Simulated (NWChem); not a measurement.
System: CH₄OSi; SMILES O=C[SiH3]

Here is an NWChem input.

```
start job
memory heap 200 mb stack 900 mb global 1100 mb
geometry units angstroms noautosym nocenter noautoz
  O     -0.344755    -1.686678     0.000000
  C      0.483270    -0.811339     0.000000
  Si    -0.064650     1.047660     0.000000
  H      1.579469    -1.071779     0.000000
  H     -0.889616     1.283848     1.219817
  H     -0.889616     1.283848    -1.219817
  H      1.123539     1.952976     0.000000
end
basis spherical
  * library def2-svp
end
dft
  xc pbe0
  iterations 150
end
cosmo
  do_cosmo_smd true
  solvent ethanol
end
task dft energy
```

Excerpt of the output:

```
             Northwest Computational Chemistry Package (NWChem) 7.3.0
             --------------------------------------------------------

                             Geometry "geometry" -> ""
                             -------------------------

 Output coordinates in angstroms (scale by  1.889725989 to convert to a.u.)

  No.       Tag          Charge          X              Y              Z
 ---- ---------------- ---------- -------------- -------------- --------------
    1 O                    8.0000    -0.34475500    -1.68667800     0.00000000
    2 C                    6.0000     0.48327000    -0.81133900     0.00000000
    3 Si                  14.0000    -0.06465000     1.04766000     0.00000000
    4 H                    1.0000     1.57946900    -1.07177900     0.00000000
    5 H                    1.0000    -0.88961600     1.28384800     1.21981700
    6 H                    1.0000    -0.88961600     1.28384800    -1.21981700
    7 H                    1.0000     1.12353900     1.95297600     0.00000000

 Effective nuclear repulsion energy (a.u.)      96.3395389194

                                 NWChem DFT Module
                                 -----------------

 Summary of "ao basis" -> "ao basis" (spherical)
 ------------------------------------------------------------------------------
       Tag                 Description            Shells   Functions and Types
 ---------------- ------------------------------  ------  ---------------------
 O                          def2-svp                 6       14   3s2p1d
 C                          def2-svp                 6       14   3s2p1d
 Si                         def2-svp                 8       18   4s3p1d
 H                          def2-svp                 3        5   2s1p

 in cosmo_initialize ...
 calling solv_data for solv:ethanol

 solvent parameters
 solvname_short: ethanol
 solvname_long:  ethanol
 dielec:       24.8520
 dielecinf:     1.8526
 nonaqueous SMD model solvent descriptors
 dielec:       24.8520
 sola:          0.3700
 solb:          0.4800
 solc:          0.0000
 solg:         31.6200
 solh:          0.0000
 soln:          1.3611

          ---------------
          -cosmo- solvent
          ---------------
 Cosmo: York-Karplus, doi: 10.1021/jp992097l
 dielectric constant -eps-     =  24.85
 screen = (eps-1)/(eps    )    =   0.95976
 surface charge correction     = lagrangian

   van der Waals surface
 --------------------------

 ---------- ATOMIC COORDINATES (A.U.) ------------ VDWR(ANG.) --
     1   -0.65149248   -3.18735925    0.00000000     1.628
     2    0.91324788   -1.53320839    0.00000000     1.850
     3   -0.12217079    1.97979033    0.00000000     2.470
     4    2.98476362   -2.02536863    0.00000000     1.200
     5   -1.68113048    2.42612093    2.30511989     1.200
     6   -1.68113048    2.42612093   -2.30511989     1.200
     7    2.12318085    3.69058950    0.00000000     1.200
 number of segments per atom =        128
 number of   points per atom =        128
 atom (   nspa,  nppa )
 ----------------------
    1 (     78,     0 )       0
    2 (     42,     0 )       0
    3 (     98,     0 )       0
    4 (     54,     0 )       0
    5 (     34,     0 )       0
    6 (     34,     0 )       0
    7 (     34,     0 )       0
 number of -cosmo- surface points =      374
 molecular surface =     99.213 angstrom**2
 molecular volume  =     83.847 angstrom**3
 -lineq- algorithm             =   0
 -bem- low  level              =   3
 -bem- from -octahedral-
 gaussian surface charge width =   4.50000
 degree of switching           =   1.00000
 switching function tolerance  =   0.00010
 atomic radii =
 --------------
    1  8.000  1.628
    2  6.000  1.850
    3 14.000  2.470
    4  1.000  1.200
    5  1.000  1.200
    6  1.000  1.200
    7  1.000  1.200
 ...... end of -cosmo- initialization ......

 nat:                     7
 ixmem:                  2814
 calling mnsol_interface()
 G(SMD-CDS) energy (kcal/mol)  =     2.129
 SMD-CDS SASA (angstrom**2)    =   119.438

            General Information
            -------------------
          SCF calculation type: DFT
          Wavefunction type:  closed shell.
          No. of atoms     :     7
          No. of electrons :    32
           Alpha electrons :    16
            Beta electrons :    16
          Charge           :     0
          Spin multiplicity:     1
          Use of symmetry is: off; symmetry adaption is: off
          Maximum number of iterations: 150
          AO basis - number of functions:    66
                     number of shells:    32
          Convergence on energy requested:  1.00D-06
          Convergence on density requested:  1.00D-05
          Convergence on gradient requested:  5.00D-04

              XC Information
              --------------
                         PBE0 Method XC Functional
                     Hartree-Fock (Exact) Exchange  0.250
          PerdewBurkeErnzerhof Exchange Functional  0.750
            Perdew 1991 LDA Correlation Functional  1.000 local
           PerdewBurkeErnz. Correlation Functional  1.000 non-local

             Grid Information
             ----------------
          Grid used for XC integration:  medium
          Radial quadrature: Mura-Knowles
          Angular quadrature: Lebedev.
          Tag              B.-S. Rad. Rad. Pts. Rad. Cut. Ang. Pts.
          ---              ---------- --------- --------- ---------
          O                   0.60       49          10.0       434
          C                   0.70       49           9.0       434
          Si                  1.10       88           8.0       590
          H                   0.35       45          10.0       434
          Grid pruning is: on
          Number of quadrature shells:   366
          Spatial weights used:  Erf1

      Superposition of Atomic Density Guess
      -------------------------------------

 Sum of atomic energies:        -403.05162477

      Non-variational initial energy
      ------------------------------

 Total energy =    -404.053512
 1-e energy   =    -747.075557
 2-e energy   =     246.682507
 HOMO         =      -0.275608
 LUMO         =      -0.057176

   convergence    iter        energy       DeltaE   RMS-Dens  Diis-err
 ---------------- ----- ----------------- --------- --------- ---------
     COSMO gas phase
 d= 0,ls=0.0,diis     1   -404.6574642411 -5.01D+02  2.25D-02  7.29D-01
 d= 0,ls=0.0,diis     2   -404.3763853855  2.81D-01  1.54D-02  3.64D+00
 d= 0,ls=0.0,diis     3   -404.7525022764 -3.76D-01  1.65D-03  8.84D-03
 d= 0,ls=0.0,diis     4   -404.7532058684 -7.04D-04  7.52D-04  2.97D-03
 d= 0,ls=0.0,diis     5   -404.7535673553 -3.61D-04  1.28D-04  7.65D-05
  Resetting Diis
 d= 0,ls=0.0,diis     6   -404.7535787586 -1.14D-05  3.63D-05  4.65D-06
 d= 0,ls=0.0,diis     7   -404.7535793765 -6.18D-07  1.50D-05  3.31D-07
 d= 0,ls=0.0,diis     8   -404.7535793183  5.82D-08  7.93D-06  9.71D-07

   convergence    iter        energy       DeltaE   RMS-Dens  Diis-err
 ---------------- ----- ----------------- --------- --------- ---------
     COSMO solvation phase
 d= 0,ls=0.0,diis     1   -404.7551224844 -1.54D-03  2.52D-03  3.65D-03
 d= 0,ls=0.0,diis     2   -404.7554646779 -3.42D-04  6.44D-04  8.85D-03
 d= 0,ls=0.0,diis     3   -404.7563028355 -8.38D-04  1.90D-04  4.59D-05
 d= 0,ls=0.0,diis     4   -404.7563113087 -8.47D-06  5.13D-05  9.06D-06
 d= 0,ls=0.0,diis     5   -404.7563123891 -1.08D-06  1.58D-05  1.35D-06
 d= 0,ls=0.0,diis     6   -404.7563125671 -1.78D-07  2.93D-06  2.38D-08

         Total DFT energy =     -404.756312567116
      One electron energy =     -749.279571951500
           Coulomb energy =      284.242068120107
    Exchange-Corr. energy =      -36.092075233711
 Nuclear repulsion energy =       96.339538919435

             COSMO energy =        0.033727578552

 Numeric. integr. density =       32.000008427458

                                COSMO-SMD solvation results
                                ---------------------------

             internal energy in gas <Psi(g)|H|Psi(g)> =      -404.753579318323
         internal energy in solvent <Psi(s)|H|Psi(s)> =      -404.752064049026
                               delta internal energy  =         0.001515269296 (    0.95 kcal/mol)
   total free energy in solvent <Psi(s)|H+V/2|Psi(s)> =      -404.759704584891
 polarization energy contribution <Psi(s)|V/2|Psi(s)> =        -0.007640535865 (   -4.79 kcal/mol)
    total free energy in solvent including G(SMD-CDS) =      -404.756312567116
                       G(SMD-CDS) energy contribution =         0.003392017775 (    2.13 kcal/mol)
     1 M fixed-concentration free energy of solvation =        -0.002733248794 (   -1.72 kcal/mol)

                       DFT Final Molecular Orbital Analysis
                       ------------------------------------

 Vector   14  Occ=2.000000D+00  E=-3.645884D-01
              MO Center=  2.7D-01,  1.5D+00, -9.5D-08, r^2= 2.3D+00
   Bfn.  Coefficient  Atom+Function         Bfn.  Coefficient  Atom+Function
  ----- ------------  ---------------      ----- ------------  ---------------
    62      0.368339  7 H  s                 36      0.291333  3 Si px
    39      0.206568  3 Si px                63      0.199377  7 H  s
    52     -0.192337  5 H  s                 57     -0.192337  6 H  s
    33     -0.164250  3 Si px                53     -0.101985  5 H  s
    58     -0.101985  6 H  s                 37      0.082693  3 Si py

 Vector   15  Occ=2.000000D+00  E=-3.629267D-01
              MO Center= -5.9D-01,  9.8D-01,  9.3D-08, r^2= 2.6D+00
   Bfn.  Coefficient  Atom+Function         Bfn.  Coefficient  Atom+Function
  ----- ------------  ---------------      ----- ------------  ---------------
    52      0.315387  5 H  s                 57     -0.315387  6 H  s
    38      0.292412  3 Si pz                41      0.219299  3 Si pz
     6     -0.178634  1 O  pz                35     -0.164787  3 Si pz
    53      0.162004  5 H  s                 58     -0.162004  6 H  s
     9     -0.124203  1 O  pz                20     -0.071723  2 C  pz

 Vector   16  Occ=2.000000D+00  E=-2.613567D-01
              MO Center=  1.1D-01, -9.4D-01, -7.8D-11, r^2= 2.4D+00
   Bfn.  Coefficient  Atom+Function         Bfn.  Coefficient  Atom+Function
  ----- ------------  ---------------      ----- ------------  ---------------
     5     -0.365104  1 O  py                 4      0.352486  1 O  px
     8     -0.302922  1 O  py                 7      0.276524  1 O  px
    47     -0.267301  4 H  s                 37     -0.222988  3 Si py
    31      0.199016  3 Si s                 19      0.191880  2 C  py
    48     -0.190711  4 H  s                 17      0.162761  2 C  s

 Vector   17  Occ=0.000000D+00  E=-5.671439D-02
              MO Center=  1.8D-01, -7.0D-01, -5.9D-09, r^2= 2.3D+00
   Bfn.  Coefficient  Atom+Function         Bfn.  Coefficient  Atom+Function
  ----- ------------  ---------------      ----- ------------  ---------------
    23      0.461267  2 C  pz                20      0.452043  2 C  pz
     9     -0.417964  1 O  pz                 6     -0.395128  1 O  pz
    41      0.361521  3 Si pz                53     -0.320421  5 H  s
    58      0.320421  6 H  s                 52     -0.101982  5 H  s
    57      0.101982  6 H  s                 43     -0.085884  3 Si d -1

 Vector   18  Occ=0.000000D+00  E= 3.747047D-02
              MO Center=  7.1D-03,  1.1D+00,  5.7D-09, r^2= 4.0D+00
   Bfn.  Coefficient  Atom+Function         Bfn.  Coefficient  Atom+Function
  ----- ------------  ---------------      ----- ------------  ---------------
    40      1.378739  3 Si py                17      1.239802  2 C  s
    22      0.494150  2 C  py                63     -0.490112  7 H  s
    48     -0.481883  4 H  s                 39     -0.239440  3 Si px
    32     -0.236532  3 Si s                 53     -0.229655  5 H  s
    58     -0.229655  6 H  s                 37      0.197500  3 Si py

 Vector   19  Occ=0.000000D+00  E= 5.867118D-02
              MO Center= -1.3D-01,  9.4D-01, -3.7D-09, r^2= 3.7D+00
   Bfn.  Coefficient  Atom+Function         Bfn.  Coefficient  Atom+Function
  ----- ------------  ---------------      ----- ------------  ---------------
    39      1.426922  3 Si px                63     -1.060738  7 H  s
    53      0.714513  5 H  s                 58      0.714513  6 H  s
    36      0.216937  3 Si px                40      0.196151  3 Si py
    48     -0.176878  4 H  s                 62     -0.169733  7 H  s
    31     -0.159265  3 Si s                 44      0.139127  3 Si d  0

     Multipole analysis of the density
     ---------------------------------

     L   x y z        total         alpha         beta         nuclear
     -   - - -        -----         -----         ----         -------
     0   0 0 0     -0.000000    -16.000000    -16.000000     32.000000

     1   1 0 0      0.707561      0.202360      0.202360      0.302840
     1   0 1 0      0.781787      0.622692      0.622692     -0.463597
     1   0 0 1     -0.000000     -0.000000     -0.000000      0.000000

     2   2 0 0    -19.032807    -23.355273    -23.355273     27.677740
     2   1 1 0     -1.868282     -0.163243     -0.163243     -1.541796
     2   1 0 1      0.000000      0.000000      0.000000      0.000000
     2   0 2 0    -22.843552   -101.295331   -101.295331    179.747111
     2   0 1 1      0.000000      0.000000      0.000000      0.000000
     2   0 0 2    -19.160734    -14.893945    -14.893945     10.627155
```

Level: PBE0/def2-SVP, SMD on the gas-phase geometry. Structure relaxed at the PBE0/def2-SVP level. Solvent: ethanol.
